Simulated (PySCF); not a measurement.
Species: `C=C(C)[P@@](C)(=O)CCC`. The columns A, B, C and D hold Mulliken, IAO, Hirshfeld and ESP-fitted charges (e) of one PBE0/pcSseg-1 density (PySCF), in a shuffled order. Coordinates in Å (GFN2-xTB); the density's dipole moment is (-0.72, -3.00, 1.72) D.

```json
{"atom": "C1", "x": "-2.423", "y": "-0.612", "z": "0.956", "A": "-0.040", "B": "-0.101", "C": "-0.315", "D": "-0.657"}
{"atom": "C2", "x": "-1.974", "y": "0.429", "z": "0.274", "A": "-0.639", "B": "-0.034", "C": "-0.229", "D": "+0.179"}
{"atom": "C3", "x": "-2.671", "y": "1.742", "z": "0.170", "A": "-0.146", "B": "-0.118", "C": "-0.421", "D": "-0.484"}
{"atom": "P4", "x": "-0.396", "y": "0.369", "z": "-0.659", "A": "+0.916", "B": "+0.440", "C": "+1.515", "D": "+0.912"}
{"atom": "C5", "x": "-0.569", "y": "-1.046", "z": "-1.817", "A": "-0.462", "B": "-0.164", "C": "-0.685", "D": "-0.680"}
{"atom": "O6", "x": "-0.072", "y": "1.626", "z": "-1.345", "A": "-0.614", "B": "-0.401", "C": "-0.938", "D": "-0.669"}
{"atom": "C7", "x": "0.882", "y": "-0.138", "z": "0.571", "A": "-0.441", "B": "-0.114", "C": "-0.505", "D": "-0.417"}
{"atom": "C8", "x": "2.251", "y": "-0.127", "z": "-0.095", "A": "-0.301", "B": "-0.065", "C": "-0.248", "D": "+0.389"}
{"atom": "C9", "x": "3.369", "y": "-0.420", "z": "0.898", "A": "-0.241", "B": "-0.115", "C": "-0.414", "D": "-0.455"}
{"atom": "H10", "x": "-1.883", "y": "-1.543", "z": "1.001", "A": "+0.110", "B": "+0.043", "C": "+0.141", "D": "+0.215"}
{"atom": "H11", "x": "-3.353", "y": "-0.574", "z": "1.501", "A": "+0.116", "B": "+0.049", "C": "+0.150", "D": "+0.248"}
{"atom": "H12", "x": "-3.596", "y": "1.757", "z": "0.741", "A": "+0.112", "B": "+0.046", "C": "+0.144", "D": "+0.149"}
{"atom": "H13", "x": "-2.009", "y": "2.533", "z": "0.522", "A": "+0.141", "B": "+0.050", "C": "+0.165", "D": "+0.144"}
{"atom": "H14", "x": "-2.883", "y": "1.956", "z": "-0.878", "A": "+0.141", "B": "+0.050", "C": "+0.164", "D": "+0.153"}
{"atom": "H15", "x": "0.330", "y": "-1.086", "z": "-2.429", "A": "+0.157", "B": "+0.053", "C": "+0.166", "D": "+0.184"}
{"atom": "H16", "x": "-1.419", "y": "-0.841", "z": "-2.465", "A": "+0.157", "B": "+0.053", "C": "+0.170", "D": "+0.190"}
{"atom": "H17", "x": "-0.718", "y": "-1.991", "z": "-1.304", "A": "+0.135", "B": "+0.046", "C": "+0.155", "D": "+0.172"}
{"atom": "H18", "x": "0.650", "y": "-1.117", "z": "0.991", "A": "+0.137", "B": "+0.040", "C": "+0.141", "D": "+0.092"}
{"atom": "H19", "x": "0.850", "y": "0.598", "z": "1.379", "A": "+0.154", "B": "+0.046", "C": "+0.152", "D": "+0.101"}
{"atom": "H20", "x": "2.274", "y": "-0.869", "z": "-0.896", "A": "+0.122", "B": "+0.036", "C": "+0.127", "D": "-0.049"}
{"atom": "H21", "x": "2.404", "y": "0.855", "z": "-0.549", "A": "+0.149", "B": "+0.040", "C": "+0.152", "D": "-0.033"}
{"atom": "H22", "x": "4.336", "y": "-0.390", "z": "0.402", "A": "+0.119", "B": "+0.043", "C": "+0.144", "D": "+0.097"}
{"atom": "H23", "x": "3.371", "y": "0.315", "z": "1.700", "A": "+0.112", "B": "+0.041", "C": "+0.138", "D": "+0.116"}
{"atom": "H24", "x": "3.239", "y": "-1.408", "z": "1.338", "A": "+0.104", "B": "+0.037", "C": "+0.134", "D": "+0.104"}
```

Q: Which column most likely holds the ESP-fitted charges?

A: D. Σ q r misses the density's dipole by 0.02 D (D), 0.56 D (A), 0.94 D (B), 0.99 D (C). Charges fitted to the outside potential are the only set here that is tied to the molecule's multipoles.

Q: And the Hirshfeld charges?

A: B. The mean sizes are 0.093 e (B), 0.240 e (A), 0.287 e (D), 0.313 e (C), and Hirshfeld charges are commonly the smallest of these schemes.

As computed, A = Mulliken, B = Hirshfeld, C = IAO, D = ESP-fitted. Hydrogens on carbon: Mulliken +0.10 to +0.16, Hirshfeld +0.04 to +0.05, IAO +0.13 to +0.17, ESP-fitted -0.05 to +0.25 e.

The IAO scheme counts the electrons in orthogonalised intrinsic atomic orbitals, a minimal basis polarised so that it spans the occupied orbitals exactly. The ESP scheme fits charges at the nuclei, held to the total charge, to the electrostatic potential on points at 1.4 to 2.0 times the van der Waals radii.

Isolated species at its GFN2-xTB geometry (one conformer only).

Conformer computed: `[CH2:1]=[C:2]([CH3:3])[P@@:4]([CH3:5])(=[O:6])[CH2:7][CH2:8][CH3:9]`: C1–C2–P4–C5 56°, C2–P4–C7–C8 -176°, P4–C7–C8–C9 175°.
